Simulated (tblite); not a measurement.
Species: C8H14S.
SMILES with atom numbers: `[CH2:1]=[CH:2][CH2:3][C@@H:4]1[CH2:5][CH2:6][CH2:7][CH2:8][S:9]1` (hydrogens: H10, H11 on C1; H12 on C2; H13, H14 on C3; H15 on C4; H16, H17 on C5; H18, H19 on C6; H20, H21 on C7; H22, H23 on C8)

Geometry (GFN2-xTB, Å), atoms numbered from 1 in this order:
```xyz
23
C8H14S angstrom
C      3.000    0.971    0.168
C      2.502   -0.247    0.068
C      1.226   -0.699    0.705
C      0.214   -1.143   -0.354
C     -0.246   -0.024   -1.284
C     -1.064    1.065   -0.592
C     -2.355    0.517    0.013
C     -2.075   -0.510    1.096
S     -1.229   -1.970    0.414
H      2.509    1.742    0.741
H      3.923    1.252   -0.310
H      3.017   -1.000   -0.514
H      0.815    0.103    1.319
H      1.431   -1.554    1.356
H      0.666   -1.939   -0.954
H     -0.848   -0.465   -2.082
H      0.641    0.426   -1.738
H     -0.467    1.540    0.189
H     -1.313    1.833   -1.327
H     -2.958    0.053   -0.770
H     -2.934    1.338    0.446
H     -1.458   -0.094    1.894
H     -2.999   -0.893    1.528
```

Computed values, GFN2-xTB/tblite, gas phase, harmonic and unscaled. Against measured fundamentals such values can be off by several per cent, at times by over 20. One conformer, not necessarily the lowest.

Harmonic wavenumbers (cm⁻¹): 49.3, 66.8, 125.6, 181.5, 229.9, 268.2, 311.2, 355.0, 360.7, 423.8, 453.6, 554.0, 611.7, 690.2, 725.3, 818.9, 854.3, 892.7, 897.4, 920.9, 934.1, 951.6, 986.4, 1020.2, 1024.5, 1051.2, 1081.7, 1099.5, 1135.8, 1153.8, 1164.8, 1196.4, 1212.3, 1228.2, 1242.5, 1269.5, 1280.0, 1301.7, 1320.4, 1340.8, 1350.7, 1355.5, 1417.8, 1450.3, 1469.8, 1471.1, 1479.7, 1500.5, 1717.4, 2939.2, 2956.6, 2957.7, 2958.7, 2967.7, 2968.2, 2977.5, 2985.0, 2989.8, 3000.7, 3004.5, 3052.6, 3096.0, 3122.8.

A = 2216, B = 970.7, C = 805.3 MHz; mass 142.082 u (most abundant isotopes); point group C1, symmetry number 1.

Problem. What is the zero-point energy?

Solution. Half the sum of the wavenumbers: 43988 cm⁻¹ = 526.21 kJ/mol.

Problem. What is S at 400 K and 1 bar for an ideal gas of classical rigid rotors and harmonic oscillators?

Solution. Translation 176.78, rotation 127.54, vibration 158.02: S = 462.3 J/(mol K).

Problem. And Cp and H(400 K) − H(0)?

Solution. Cp = 217.26 J/(mol K), of which vibrations give 184.00 (their classical limit is 63 R = 523.8); H(400 K) − H(0) = 47.51 kJ/mol without the zero-point energy, 34.20 from vibrations.

Problem. Which modes carry the vibrational entropy at 400 K?

Solution. 49.3 cm⁻¹: 22.71; 66.8 cm⁻¹: 20.19; 125.6 cm⁻¹: 14.99; 181.5 cm⁻¹: 12.01; 229.9 cm⁻¹: 10.13; 268.2 cm⁻¹: 8.93 J/(mol K); the other 57 give 69.07 together.

Problem. How do the functions run with temperature in this model?

Solution. 
```json
{"T (K)": "50", "S (J/(mol K))": "246.8", "Cp (J/(mol K))": "51.7", "H − H(0) (kJ/mol)": "2.05", "G − H(0) (kJ/mol)": "-10.29", "ln q(vib)": "0.47"}
{"T (K)": "100", "S (J/(mol K))": "288.9", "Cp (J/(mol K))": "72.6", "H − H(0) (kJ/mol)": "5.15", "G − H(0) (kJ/mol)": "-23.74", "ln q(vib)": "1.50"}
{"T (K)": "298.15", "S (J/(mol K))": "406.7", "Cp (J/(mol K))": "163.6", "H − H(0) (kJ/mol)": "28.09", "G − H(0) (kJ/mol)": "-93.17", "ln q(vib)": "6.16"}
{"T (K)": "373.15", "S (J/(mol K))": "447.7", "Cp (J/(mol K))": "203.5", "H − H(0) (kJ/mol)": "41.86", "G − H(0) (kJ/mol)": "-125.21", "ln q(vib)": "8.03"}
{"T (K)": "500", "S (J/(mol K))": "516.0", "Cp (J/(mol K))": "264.1", "H − H(0) (kJ/mol)": "71.64", "G − H(0) (kJ/mol)": "-186.36", "ln q(vib)": "11.33"}
{"T (K)": "750", "S (J/(mol K))": "640.6", "Cp (J/(mol K))": "349.8", "H − H(0) (kJ/mol)": "149.18", "G − H(0) (kJ/mol)": "-331.26", "ln q(vib)": "18.01"}
{"T (K)": "1000", "S (J/(mol K))": "749.4", "Cp (J/(mol K))": "405.8", "H − H(0) (kJ/mol)": "244.09", "G − H(0) (kJ/mol)": "-505.32", "ln q(vib)": "24.51"}
```

q(vib) and H(0) count from the zero-point level.

Problem. What must be added to the electronic energy to get the Gibbs energy at 400 K and 1 bar?

Solution. ZPE + [H(400 K) − H(0)] − T·S = 526.21 + 47.51 − 184.94 = 388.78 kJ/mol.

Problem. Blend soft modes into free rotors: weight 1/[1 + (100 cm⁻¹/ν̃)⁴] for the oscillator and the rest for a rotor with moment μB/(μ + B), μ = h/(8π²ν), B = 10⁻⁴⁴ kg m². What vibrational entropy results?

Solution. 146.45 J/(mol K) in place of 158.02, which changes −T·S at 400 K by +4.63 kJ/mol.

Hindered rotation and anharmonicity are outside this model. Other conformers, if any are populated, would add a mixing term that is left out. The structure is chiral; the term R ln 2 for an equal mix with its mirror image is left out.
